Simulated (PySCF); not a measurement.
F₃OSi (SMILES [O][Si](F)(F)F), doublet, geometry from GFN2-xTB; CCSD(T)/STO-3G in PySCF.

The PySCF input:
```python
from pyscf import gto, scf, cc

mol = gto.Mole()
mol.atom = '''
    O     1.63806956   -0.17665341    0.19951219
    Si    0.09099432   -0.00981305    0.01108285
    F    -0.34921159    1.48117889   -0.30939957
    F    -0.74988398   -0.42632996    1.29131116
    F    -0.49851299   -0.88255894   -1.17649576
'''
mol.basis = 'sto-3g'
mol.spin = 1
mol.verbose = 4
mol.build()

mf = scf.UHF(mol)
mf.kernel()

mycc = cc.CCSD(mf, frozen=9)
mycc.kernel()
et = mycc.ccsd_t()
print('E(CCSD(T)) = %.10f' % (mycc.e_tot + et))
```

It wrote (shortened):

```
PySCF version 2.14.0

[INPUT] verbose = 4
[INPUT] num. atoms = 5
[INPUT] num. electrons = 49
[INPUT] charge = 0
[INPUT] spin (= nelec alpha-beta = 2S) = 1
[INPUT] symmetry False subgroup None
[INPUT] Mole.unit = angstrom
[INPUT] Symbol           X                Y                Z      unit          X                Y                Z       unit  Magmom
[INPUT]  1 O      1.638069560000  -0.176653410000   0.199512190000 AA    3.095502841387  -0.333826563871   0.377023397612 Bohr   0.0
[INPUT]  2 Si     0.090994320000  -0.009813050000   0.011082850000 AA    0.171954343691  -0.018543976947   0.020943551180 Bohr   0.0
[INPUT]  3 F     -0.349211590000   1.481178890000  -0.309399570000 AA   -0.659914264624   2.799022443587  -0.584680450358 Bohr   0.0
[INPUT]  4 F     -0.749883980000  -0.426329960000   1.291311160000 AA   -1.417075347399  -0.805646863097   2.440224433994 Bohr   0.0
[INPUT]  5 F     -0.498512990000  -0.882558940000  -1.176495760000 AA   -0.942053020638  -1.667794685386  -2.223254773112 Bohr   0.0

nuclear repulsion = 258.150409021154
number of shells = 17
number of NR pGTOs = 87
number of NR cGTOs = 29
basis = sto-3g
ecp = {}

******** <class 'pyscf.scf.uhf.UHF'> ********
method = UHF
initial guess = minao
damping factor = 0
level_shift factor = 0
DIIS = <class 'pyscf.scf.diis.CDIIS'>
diis_start_cycle = 1
diis_space = 8
diis_damp = 0
SCF conv_tol = 1e-09
SCF conv_tol_grad = None
SCF max_cycles = 50
direct_scf = True
direct_scf_tol = 1e-13
number electrons alpha = 25  beta = 24
Set gradient conv threshold to 3.16228e-05
init E= -653.674742468301

cycle= 1 E= -653.482655329185  delta_E= 0.192  |g|= 0.367  |ddm|= 2.13
cycle= 2 E= -653.600809651116  delta_E= -0.118  |g|= 0.064  |ddm|= 0.692
cycle= 3 E= -653.604658913762  delta_E= -0.00385  |g|= 0.0203  |ddm|= 0.104
cycle= 4 E= -653.605311249386  delta_E= -0.000652  |g|= 0.00376  |ddm|= 0.0606
cycle= 5 E= -653.605335860073  delta_E= -2.46e-05  |g|= 0.00145  |ddm|= 0.0112
cycle= 6 E= -653.605340320768  delta_E= -4.46e-06  |g|= 0.000618  |ddm|= 0.00505
cycle= 7 E= -653.605341296158  delta_E= -9.75e-07  |g|= 0.00013  |ddm|= 0.00313
cycle= 8 E= -653.605341338264  delta_E= -4.21e-08  |g|= 5.3e-05  |ddm|= 0.000576
cycle= 9 E= -653.605341348932  delta_E= -1.07e-08  |g|= 3.2e-05  |ddm|= 0.000222
cycle= 10 E= -653.605341354553  delta_E= -5.62e-09  |g|= 1.97e-05  |ddm|= 0.000179
cycle= 11 E= -653.605341357182  delta_E= -2.63e-09  |g|= 1.12e-05  |ddm|= 0.000137
cycle= 12 E= -653.605341358134  delta_E= -9.52e-10  |g|= 3.13e-06  |ddm|= 0.000112
Extra cycle  E= -653.605341358152  delta_E= -1.8e-11  |g|= 2.25e-06  |ddm|= 6.14e-06
converged SCF energy = -653.605341358152  <S^2> = 0.75297038  2S+1 = 2.0029682

******** <class 'pyscf.cc.uccsd.UCCSD'> ********
CC2 = 0
CCSD nocc = (np.int64(16), np.int64(15)), nmo = (20, 20)
frozen orbitals 9
max_cycle = 50
direct = 0
conv_tol = 1e-07
conv_tol_normt = 1e-06
diis_space = 6
diis_start_cycle = 0
diis_start_energy_diff = 1e+09
Init t2, MP2 energy = -0.0839398569775728
Init E_corr(UCCSD) = -0.0839398569836324
cycle = 1  E_corr(UCCSD) = -0.0925673163075432  dE = -0.00862745932  norm(t1,t2) = 0.0722443
cycle = 2  E_corr(UCCSD) = -0.0991081413067948  dE = -0.006540825  norm(t1,t2) = 0.0226631
cycle = 3  E_corr(UCCSD) = -0.100390918295126  dE = -0.00128277699  norm(t1,t2) = 0.0116015
cycle = 4  E_corr(UCCSD) = -0.101588432614958  dE = -0.00119751432  norm(t1,t2) = 0.00534951
cycle = 5  E_corr(UCCSD) = -0.101611905213686  dE = -2.34725987e-05  norm(t1,t2) = 0.00259265
cycle = 6  E_corr(UCCSD) = -0.101612051221929  dE = -1.46008244e-07  norm(t1,t2) = 0.000773264
cycle = 7  E_corr(UCCSD) = -0.101626983975362  dE = -1.49327534e-05  norm(t1,t2) = 0.000340267
cycle = 8  E_corr(UCCSD) = -0.101626084401089  dE = 8.99574273e-07  norm(t1,t2) = 0.000125404
cycle = 9  E_corr(UCCSD) = -0.101625463528882  dE = 6.20872207e-07  norm(t1,t2) = 6.77788e-05
cycle = 10  E_corr(UCCSD) = -0.10162559766107  dE = -1.34132188e-07  norm(t1,t2) = 3.34833e-05
cycle = 11  E_corr(UCCSD) = -0.101625666014304  dE = -6.83532344e-08  norm(t1,t2) = 1.91846e-05
cycle = 12  E_corr(UCCSD) = -0.101625739669016  dE = -7.36547117e-08  norm(t1,t2) = 1.20685e-05
cycle = 13  E_corr(UCCSD) = -0.101625499171596  dE = 2.4049742e-07  norm(t1,t2) = 8.52726e-06
cycle = 14  E_corr(UCCSD) = -0.10162537202614  dE = 1.27145456e-07  norm(t1,t2) = 5.52855e-06
cycle = 15  E_corr(UCCSD) = -0.101625363028179  dE = 8.99796086e-09  norm(t1,t2) = 3.04407e-06
cycle = 16  E_corr(UCCSD) = -0.101625363190242  dE = -1.62063488e-10  norm(t1,t2) = 1.55246e-06
cycle = 17  E_corr(UCCSD) = -0.101625383536363  dE = -2.03461204e-08  norm(t1,t2) = 8.37824e-07
UCCSD converged
E(UCCSD) = -653.7069667416885  E_corr = -0.1016253835363628
UCCSD(T) correction = -0.00607970072132561
E(CCSD(T)) = -653.7130464424
```
